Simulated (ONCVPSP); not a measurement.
# antimony, ONCV: configuration errors across variants

| Property | Result |
| --- | --- |
| Element | antimony |
| Generator | ONCVPSP 4.0.1 |
| Type | optimised norm-conserving Vanderbilt (ONCV) |
| Functional | PBE |
| Relativity | scalar-relativistic |
| Frozen core | [Kr] 4d10 |
| Valence charge | 5 |
| Reference configuration | 5s2 5p3 |
| Partial waves | 5s: rc 2.05 bohr, ncon 3, nbas 8, qcut 2.9 1/bohr, 2 projectors, debl 2.4 Ha; 5p: rc 1.85 bohr, ncon 3, nbas 6, qcut 4.3 1/bohr, 3 projectors, debl 3 Ha |
| Local potential | polynomial inside 1.70 bohr (lpopt 4, dvloc0 0 Ha) |
| Core correction | Teter function, fcfact 3, rcfact 1.3 |

All-electron excitation energies from the reference (eV): (1) 5s2 5p2 8.317; (2) 5s2 5p1 24.286; (3) 5s2 5p0 48.699; (4) 5s1 5p4 8.112.

2 further variants failed, have other tests or too few solved ones, and are left out.

A true bound ghost makes a file unfit for plane-wave use even where its test errors are small: the radial tests pick states by their node count and pass the ghost by.

Errors AE − PS in meV (a dash: test not solved or not reliable):

```tsv
change	(1)	(2)	(3)	(4)	bound ghosts	GHOST(+) flags above zero
base	-6.5	-37	-107	-15	p	s, p
s: qcut 2.2; p: qcut 3.2	-6.2	-36	-105	-23	p	s, p
s: qcut 2.4; p: qcut 3.6	-6.4	-37	-106	-21	p	s, p
s: qcut 2.8; p: qcut 4.1	-6.4	-36	-106	-17	p	s, p
s: qcut 3; p: qcut 4.5	-6.5	-37	-108	-14	p	s, p
s: qcut 3.3; p: qcut 4.8	-6.8	-38	-111	-11	p	s
s: qcut 3.7; p: qcut 5.4	-6.8	-39	-114	-7.1	p	s
```

Question: Give the same row for: s: qcut 1.9; p: qcut 2.8.

Answer: -6.0, -35, -103, -25; bound ghosts: p; GHOST(+) flags above zero: s, p.
